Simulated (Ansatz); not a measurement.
C₁₀H₁₉GeN⁺, that is Ge(vinyl)3(NEt2) with one electron fewer. The state is a doublet with charge 1. Geometry PBE0-D4/def2-SVP, that of the neutral singlet; atoms count from 1.

```xyz
31

Ge    0.7540    0.1196   -0.0349
C     1.2689    1.2694   -1.5118
C     2.0054    2.3731   -1.3527
H     0.9435    0.9839   -2.5204
H     2.3508    2.6940   -0.3627
H     2.3008    3.0055   -2.1982
C     1.0467    1.0734    1.6418
C     2.0735    0.8175    2.4587
H     0.3248    1.8491    1.9295
H     2.8214    0.0518    2.2197
H     2.2188    1.3558    3.4030
C     1.8092   -1.5088   -0.0189
C     2.8920   -1.6684   -0.7868
H     1.5312   -2.3161    0.6712
H     3.2226   -0.8909   -1.4858
H     3.4988   -2.5809   -0.7542
N    -1.0150   -0.3180   -0.2864
C    -1.9639    0.7435   -0.5544
C    -2.7338    0.5504   -1.8546
C    -1.5579   -1.5387    0.2682
C    -1.8304   -1.5002    1.7691
H    -1.4218    1.7040   -0.6074
H    -2.6818    0.8624    0.2834
H    -2.0423    0.5179   -2.7104
H    -3.3022   -0.3927   -1.8502
H    -3.4520    1.3699   -2.0166
H    -2.4913   -1.7921   -0.2676
H    -0.8686   -2.3710    0.0438
H    -0.8999   -1.3315    2.3350
H    -2.5261   -0.6871    2.0307
H    -2.2756   -2.4450    2.1198
```

**Question.** Estimate the Mulliken populations of the heavy atoms from the PBE0/def2-SVP orbitals of Ansatz.

**Answer.** 
```tsv
atom	charge (e)	spin (α − β)
Ge1	0.71	-0.04
C2	-0.29	0.02
C3	-0.03	0.00
C7	-0.28	0.09
C8	-0.03	0.00
C12	-0.28	0.01
C13	-0.03	0.00
N17	-0.34	0.81
C18	-0.02	-0.05
C19	-0.09	0.05
C20	0.00	-0.04
C21	-0.11	0.07
```
Mulliken values and Mayer orders depend strongly on the basis.

**Question.** Where does the spin sit?

**Answer.** Summed by element: Ge -0.04, C 0.13, H 0.10, N 0.81, of 1 unpaired in all. Largest on single atoms: N17 0.81, C7 0.09, C21 0.07.

**Question.** And the Mayer bond orders between bonded heavy atoms (over 0.3)?

**Answer.** Ge1–C2 0.98 (1.94 Å); Ge1–C7 0.95 (1.95 Å); Ge1–C12 0.99 (1.94 Å); Ge1–N17 0.71 (1.84 Å); C2–C3 1.95 (1.34 Å); C7–C8 1.96 (1.34 Å); C12–C13 1.96 (1.34 Å); N17–C18 0.95 (1.45 Å); N17–C20 0.95 (1.45 Å); C18–C19 1.07 (1.52 Å); C20–C21 1.05 (1.53 Å).
